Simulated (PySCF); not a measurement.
## GeF and its ions

LDA; PySCF, no relativity, basis sets Ge aug-pcseg-1, F aug-pcseg-1. Neutral (UKS): doublet (π ↑), Re = 1.788 Å, ωe = 643 cm⁻¹, De = 6.38 eV, HOMO -4.15 eV, LUMO -4.22 eV.

GeF⁻ (UKS): triplet (π ↑↑), Re = 1.870 Å, ωe = 518 cm⁻¹, De = 3.46 eV to Ge + F⁻. The energies at the minima are -2172.82776 hartree for GeF and -2172.87481 for GeF⁻.

**Question.** Work out the adiabatic electron affinity, without and with harmonic zero-point energies (1 hartree = 27.2114 eV, 1 eV = 8065.5 cm⁻¹), and the change of the bond length.

**Answer.** At LDA: 0.04705 hartree = 1.280 eV between the minima; the zero-point term (643.0 − 518.0)/2 cm⁻¹ = +0.008 eV makes it 1.288 eV. Re changes by +8.2 pm against the neutral. The electron enters a π orbital, and the longer bond of the ion fits an antibonding orbital, or a change in how ionic the bond is.

Spin–orbit coupling is left out. For an ion De counts to the pair picked by the measured ionisation energies or electron affinities, which need not be the lowest pair at this level. Counting both spins, an empty level lies below a filled one in some of these solutions, because spin and occupation are held. The highest Kohn–Sham level is positive in this anion. Much of that is self-interaction error, but it also means that the finite basis helps to hold the extra electron. States were picked by a PBE0 search and need not be the measured ground states.
